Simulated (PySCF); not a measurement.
# Exercise with solution: chemical shift, span and skew from a shielding tensor

B(Br)2(Me) (CH₃BBr₂), SMILES CB(Br)Br. Atoms are numbered in the order given.

```xyz
7

B      0.0231    -0.6418     0.0000
Br    -0.0006     0.3455     1.6505
Br    -0.0006     0.3455    -1.6505
C      0.0076    -2.2002     0.0000
H      0.4683    -2.6296    -0.9018
H     -1.0532    -2.5182     0.0000
H      0.4683    -2.6296     0.9018
```

Coordinates come from a B3LYP-D3(BJ)/def2-SVP optimisation.

GIAO shieldings from PBE/pcSseg-1 (PySCF), non-relativistic, no solvent. The symmetric part of the tensor of C4 has the principal values 138.4, 147.7, 182.7 ppm. The same nucleus in TMS has σ = 182.0 ppm at this level (PySCF, at its B3LYP-D3(BJ)/def2-TZVP geometry). Without spin–orbit terms, shifts of atoms bonded to Cl or Br come out too high.

Q: Work out the isotropic shielding, the ¹³C shift against TMS, the span and the skew.

A: 
σ(iso) = (σ11 + σ22 + σ33)/3 = 156.3 ppm. δ = σ(ref) − σ(iso) = 182.0 − (156.3) = 25.7 ppm.
Span Ω = σ33 − σ11 = 44.3 ppm. Skew κ = 3(σ(iso) − σ22)/Ω = 0.58. Tumbling in solution averages the tensor to δ; in a static solid the shielding alone would spread this spin-1/2 line over Ω.
